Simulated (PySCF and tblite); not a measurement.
The numbers below are computed, except where a source is named.
**Conformer ensemble of C6H12O, numbered as in [CH3:1][C@@H:2]1[CH2:3][CH2:4][CH2:5][CH2:6][O:7]1**

The ensemble was built from 60 distance-geometry starts (ETKDG and KDG, MMFF94s, GFN2-xTB) and rests on GFN2-xTB geometries. Energies: PBE0-D3(BJ)/def2-SVP (IEF-PCM, tetrahydrofuran), with GFN2-xTB thermal terms (modes under about 100 cm⁻¹ blended into free rotors). Symmetry numbers and mirror images are counted. Conformers within 2.5 kcal/mol (GFN2-xTB free energy) were kept, 5 at most. GIAO shieldings: B97-2/pcSseg-1 (IEF-PCM, tetrahydrofuran). Shifts are against TMS (¹H), TMS (¹³C) at the same level; of two unlike H on one atom, a is the less shielded. (PySCF 2.14, tblite 0.8.)

The 6-ring runs over atoms 2–3–4–5–6–7.

```
conformer                                       shape  symmetry  E(GFN2) kcal/mol  E(DFT) kcal/mol  G(298.15 K) kcal/mol  weight %  dipole D
        1  6-ring chair (all substituents equatorial)        C1              0.00             0.00                  0.00      99.0      1.67
        2                     6-ring chair (C1 axial)        C1              1.22             2.40                  2.73       1.0      1.78
```

Weights (%) against temperature:

```tsv
T (K)	1	2	S(mix) cal/mol/K
250	99.6	0.4	0.06
298.15	99.0	1.0	0.11
350	98.1	1.9	0.18
```

Averaged shifts at 298.15 K. ¹H: 4.16 (H6a, 1H), 3.65 (H6b, 1H), 3.43 (H2, 1H), 1.86 (H4a, 1H), 1.51 (H5a, 1H), 1.50 (H4b, 1H), 1.48 (H3a, 1H), 1.38 (H5b, 1H), 1.18 (H1, 3H), 1.17 (H3b, 1H) ppm. ¹³C: 77.6 (C2), 72.1 (C6), 37.5 (C3), 30.7 (C5), 28.5 (C4), 25.0 (C1) ppm.

Coordinates of conformer 1 (Å):

```xyz
19

C     2.412    0.320    0.085
C     0.940    0.234    0.468
C     0.324   -1.115    0.075
C    -1.168   -1.123    0.406
C    -1.833    0.077   -0.264
C    -1.097    1.352    0.146
O     0.270    1.301   -0.181
H     2.518    0.204   -0.990
H     2.978   -0.459    0.588
H     2.808    1.291    0.366
H     0.835    0.362    1.561
H     0.461   -1.262   -0.998
H     0.839   -1.918    0.604
H    -1.627   -2.053    0.067
H    -1.301   -1.054    1.489
H    -1.775   -0.032   -1.349
H    -2.883    0.151    0.022
H    -1.216    1.510    1.231
H    -1.494    2.223   -0.382
```

Coordinates of conformer 2 (Å):

```xyz
19

C     2.008    0.146   -0.135
C     0.955   -0.136    0.943
C     0.018   -1.290    0.552
C    -0.985   -0.855   -0.514
C    -1.717    0.393   -0.028
C    -0.692    1.468    0.332
O     0.224    1.023    1.308
H     2.678   -0.705   -0.219
H     2.587    1.023    0.143
H     1.553    0.323   -1.105
H     1.482   -0.403    1.868
H     0.614   -2.133    0.200
H    -0.530   -1.605    1.442
H    -0.470   -0.636   -1.452
H    -1.695   -1.662   -0.707
H    -2.393    0.775   -0.794
H    -2.302    0.148    0.862
H    -1.180    2.338    0.778
H    -0.163    1.796   -0.575
```

Shifts are unscaled: against experiment ¹³C can be off by 15 ppm or more and ¹H by 0.8 ppm.

Search and properties took 79 s on 1 thread of Arm Neoverse V1, on a host shared with other jobs (rough), launched as `OMP_NUM_THREADS=1 python ens_run.py task.json out`.
